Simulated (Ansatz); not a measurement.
Reaction (hydrogenolysis of a B–N bond): `NB(O)Cl` + H₂ → `OBCl` + NH₃

Gas-phase electronic energies from Ansatz, PBE0-D4/def2-TZVP geometries. CCSD(T)/CBS adds triple-zeta CCSD(T) − MP2 to the extrapolated MP2 energy (def2 sets, frozen cores). This one scheme is used for every species. DFT in def2-TZVPP. B3LYP here is the variant with VWN-RPA as its local correlation; programs differ in this. One conformer a species, not always the lowest.

`NB(O)Cl`:

```xyz
7

N     0.213   -0.671   -0.853
B     0.046    0.232    0.195
O    -1.035    0.151    1.017
Cl    1.272    1.507    0.453
H     0.996   -0.642   -1.478
H    -0.454   -1.401   -1.031
H    -1.038    0.825    1.698
```

H₂:

Cartesian coordinates in Å:
```
H 0.197 -0.079 -0.307
H -0.197 0.079 0.307
```

`OBCl`:

Z-matrix (Å, degrees):
```
B
O 1 1.340
Cl 1 1.766 2 121.0
H 1 1.189 2 119.8 3 -180.0
H 2 0.963 1 113.9 3 -0.0
```

NH₃:

```xyz
4

N     0.088   -0.081   -0.255
H     0.174    0.920   -0.127
H    -0.884   -0.318   -0.101
H     0.623   -0.522    0.483
```

```
             level  ΔE (kJ/mol)  difference from CCSD(T)/CBS
         r2SCAN-D4         91.0                          7.3
        r2SCANh-D4         90.8                          7.1
           ωB97M-V         87.2                          3.5
               PBE         81.5                         -2.2
             B3LYP         80.0                         -3.7
           r2SCAN0         89.3                          5.6
       HF/def2-SVP         83.4                         -0.3
      MP2/def2-SVP         96.1                         12.4
  CCSD(T)/def2-SVP         89.2                          5.5
     HF/def2-TZVPP         75.3                         -8.4
    MP2/def2-TZVPP         88.3                          4.6
CCSD(T)/def2-TZVPP         82.6                         -1.1
     HF/def2-QZVPP         74.9                         -8.8
      HF/CBS(def2)         74.8                         -8.9
     MP2/CBS(def2)         89.4                          5.7
    CCSD/CBS(def2)         81.7                         -2.0
       CCSD(T)/CBS         83.7                            0
```

Largest T1 diagnostic among the species: 0.012.

Leaving LDA and LC-ωPBE aside and taking each functional with its dispersion term where it has one, the values, not all of them listed here, spread over 8.3 kJ/mol, from B2PLYP to r2SCAN-D4. LDA lies +15.5 kJ/mol from PBE without D4. The D4 term adds +6.8 kJ/mol with B3LYP and +3.6 kJ/mol with PBE0; it sums over pairs of atoms, weighted by their polarisabilities, and B3LYP, whose exchange is more repulsive, gets the larger term. From BLYP to BHLYP (50 % exact exchange), in def2-TZVPP and without D4, ΔE moves by +4.7 kJ/mol.
